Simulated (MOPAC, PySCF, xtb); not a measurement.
Pair of molecules: CH4O (SMILES CO) (first 6 atoms) with GeH4 (SMILES [GeH4]); geometry from B3LYP-D3(BJ)/def2-TZVP, rigid monomers moved along the line of their centres of mass till O2···Ge7 is 4.46 Å.
(charge 0, multiplicity 1):
```
atom    x (Å)    y (Å)    z (Å)
----  -------  -------  -------
C      0.3585   0.1630  -0.0492
O      0.3032  -1.0143   0.7466
H      0.2373  -0.0577  -1.1147
H      1.3442   0.5990   0.1044
H     -0.3957   0.8976   0.2523
H     -0.5602  -1.4244   0.6342
Ge    -0.2429   0.2715   4.9773
H     -0.0480  -1.2450   5.0873
H     -1.4778   0.5868   4.1183
H      0.9990   0.9383   4.3743
H     -0.4821   0.8476   6.3873
```

Monomers are frozen at their geometry in the pair; levels with a basis set take the counterpoise correction. Rows marked so take none.

Rows in 3-21G carry no dispersion term and start afresh at each structure; the Pople sets are all-electron and without relativity. The state reached by AM1 isn't checked.

Codes used: MOPAC for AM1 (differences of heats of formation); PySCF for 3-21G rows; xtb for the GFN methods. 

Task: One of these levels gives 0.3 kJ/mol for the interaction energy. Which?
(A) HF/3-21G (no counterpoise)
(B) GFN-FF
(C) AM1

Result: C, AM1. The others give -1.8 (GFN-FF), -4.7 (HF/3-21G (no counterpoise))
